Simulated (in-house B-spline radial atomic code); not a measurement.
Mg. Computed with a B-spline radial atomic code. Model: non-relativistic spherical atom: semilocal Troullier-Martins pseudo-atom, one channel per l, against all electrons, high spin, G0W0 and RPA with empty states to l = 8, local potential for every l without a channel, a model core (radius 0 = none) keeps its share of the functional.

What the tables leave out is listed at the end.

The pseudopotential gives back the lowest level of each angular momentum of its own functional in the configuration it was made in; a second state of the same l is only approximately right. Exact exchange, RPA and GW see the smooth pseudo-orbitals and miss the exchange with the core, for which the functional's share stands in. The column with an uncorrelated core keeps all orbitals and exact exchange, and so separates missing core correlation from pseudisation. Only the three outermost levels and the lowest empty one were computed. RPA here is direct RPA, with no exchange kernel, and its energies carry an (l + 1/2)⁻⁴ tail. A hybrid on a potential with a model core restores only its own semilocal share of the core's exchange.

Command:
```bash
python run_psgw.py task.json out
```
Settings (lengths in bohr, energies in hartree):
```
Z                      12
electrons              12
configuration          [Ne] 3s2
generated_in           [Ne] 3s2
functional             lda,vwn
core_shells            1
radius_factor          0.8
core_correction        False
ion_configuration      [Ne] 3s1
```

Run time, properties included: 46 s on 1 thread of Arm Neoverse N1, with other jobs on the host.

Given: made with LDA VWN5; model core radius 0 bohr; local radius 0.458 bohr; mean-field start LDA VWN5.

Valence shells of the generating configuration: 2s, 2p, 3s.

Channel: s 0.438, p 0.572 (radii in bohr).

Computed: largest level miss in the spin-unpolarised generating configuration 0.007 eV; valence RPA correlation energy all-electron orbitals -0.57434 hartree; all-electron RPA polarisability, core included 53.033 bohr³; pseudo-atom RPA polarisability 52.882 bohr³; ionisation by mean-field pseudo minus all 0.01 eV; ionisation by RPA all-electron 8.0165 eV; ionisation by RPA pseudo minus all 0.021 eV.

| level | occupied | mean-field all-electron (eV) | mean-field pseudo minus all (eV) | G0W0 all-electron (eV) | G0W0 uncorrelated core minus all (eV) | G0W0 pseudo minus all (eV) | exchange self-energy all-electron (eV) | exchange self-energy pseudo (eV) |
| --- | --- | --- | --- | --- | --- | --- | --- | --- |
| 3s | 1 | -4.7736 | -0.007 | -7.5347 | 0.001 | -0.026 | -9.0787 | -8.9523 |

(1) What is the valence RPA correlation energy pseudo?

(2) What is the ionisation by mean-field all-electron?

Given: mean-field start PBE0.

Computed: valence RPA correlation energy all-electron orbitals -0.54302 hartree; valence RPA correlation energy pseudo -0.54511 hartree; all-electron RPA polarisability, core included 46.37 bohr³; pseudo-atom RPA polarisability 46.381 bohr³; ionisation by mean-field pseudo minus all 0.003 eV; ionisation by RPA all-electron 7.8399 eV.

```csv
level,occupied,mean-field all-electron (eV),mean-field pseudo minus all (eV),G0W0 all-electron (eV),G0W0 uncorrelated core minus all (eV),G0W0 pseudo minus all (eV),exchange self-energy all-electron (eV),exchange self-energy pseudo (eV)
3s,1,-5.4255,-0.003,-7.6709,0.001,-0.02,-8.8703,-8.7499
```

(3) What is the ionisation by mean-field all-electron?

(4) What is the ionisation by RPA pseudo minus all?

Given: mean-field start Hartree-Fock.

Computed: valence RPA correlation energy pseudo -0.47942 hartree; pseudo-atom RPA polarisability 36.043 bohr³; ionisation by mean-field all-electron 6.6054 eV; ionisation by mean-field pseudo minus all 0.018 eV; ionisation by RPA all-electron 7.496 eV; ionisation by RPA pseudo minus all 0.019 eV.

| level | occupied | mean-field all-electron (eV) | mean-field pseudo minus all (eV) | G0W0 all-electron (eV) | G0W0 uncorrelated core minus all (eV) | G0W0 pseudo minus all (eV) | exchange self-energy all-electron (eV) | exchange self-energy pseudo (eV) |
| --- | --- | --- | --- | --- | --- | --- | --- | --- |
| 3s | 1 | -6.8859 | -0.018 | -7.6891 | 0.001 | -0.017 | -8.5008 | -8.4188 |
| 2p | 1 | -62.103 | -0.015 | -59.463 | 0.06 | 0.075 | -52.848 | -51.339 |

(5) What is the valence RPA correlation energy all-electron orbitals?

(6) What is the all-electron RPA polarisability, core included?

Results:

(1) -0.57618 hartree.

(2) 7.7209 eV.

(3) 7.5415 eV.

(4) 0.02 eV.

(5) -0.47739 hartree.

(6) 36.286 bohr³.

Among the listed levels the largest G0W0 shift of the pseudo-atom is +0.07 eV, for 2p on the Hartree-Fock start, while leaving the core uncorrelated moves that level by +0.06 eV. The rest, +0.01 eV, comes from pseudisation and the lost core exchange. Not in the tables (levels of low weight, unsolved or above zero; the highest and the empty levels are kept at any weight): on LDA the G0W0 levels 2p (pseudo minus all -0.01 eV, weights 0.06 and 0.06), 2s (pseudo minus all -0.03 eV, weights 0.05 and 0.05), 3p (pseudo minus all +0.00 eV, weights 0.86 and 0.85); on PBE0 the G0W0 levels 2p (pseudo minus all +1.26 eV, weights 0.37 and 0.03), 2s (pseudo minus all +0.06 eV, weights 0.07 and 0.06), 3p (pseudo minus all +0.00 eV, weights 0.91 and 0.91); on Hartree-Fock the G0W0 levels 2s (pseudo minus all -0.27 eV, weights 0.49 and 0.29).
